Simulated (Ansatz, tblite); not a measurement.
Removing and adding an electron: InCl₂F. Total charge 0; singlet. Geometry: r2SCAN-D4/def2-SVP. Ansatz, gas phase; energy differences of separate SCF runs; the oxidised species was run as a doublet alone; the reduced species was run as a doublet alone.

Cartesian coordinates in Å:
```
In -0.005 0.051 0.043
Cl 1.165 -1.843 0.693
Cl -1.019 0.263 -2.032
F -0.142 1.530 1.296
```

In the def2 sets In takes a core potential; there is no spin–orbit coupling. The xTB rows come from tblite. Correlated methods freeze 15 core orbitals; core or outer-core shells of In are correlated, in sets that lack core-valence functions. HOMO above LUMO, or a gap near zero within one spin, warns that the state may not be the lowest or that an electron is smeared out.

```csv
level,−HOMO (eV),vertical IE (eV),−LUMO (eV),vertical EA (eV),HOMO–LUMO gap (eV),IE − EA (eV),remarks
GFN1-xTB,12.76,15.27,8.54,6.14,4.23,9.13,–
GFN2-xTB,12.66,15.71,9.87,7.01,2.79,8.69,–
HF/def2-TZVPP,–,11.13,–,–,–,–,–
PBE-D4/def2-TZVP,8.16,11.23,4.13,–,4.03,–,gap within one spin near zero (+1 doublet)
PBE-D4/def2-TZVPD,8.22,–,4.21,1.61,4.01,–,HOMO above zero (-1 doublet)
r2SCAN-D4/def2-TZVP,8.54,11.51,3.95,–,4.59,–,gap within one spin near zero (+1 doublet)
r2SCAN-D4/def2-TZVPD,8.57,–,3.99,1.52,4.57,–,HOMO above zero (-1 doublet)
PBE0-D4/def2-TZVP,9.61,11.74,3.26,–,6.35,–,–
PBE0-D4/def2-TZVPD,9.64,–,3.32,1.53,6.32,–,HOMO above zero (-1 doublet)
MP2/def2-TZVPP,–,12.21,–,–,–,–,–
CCSD/def2-TZVPP,–,12.01,–,–,–,–,–
CCSD(T)/def2-TZVPP,–,12.02,–,–,–,–,–
```

   A HOMO above zero means that the electron is unbound at that level or that self-interaction error raises the level; the energy of removing that electron tells which. Raw xTB energy differences between charge states are shifted by several eV; the methods need an empirical correction for them.
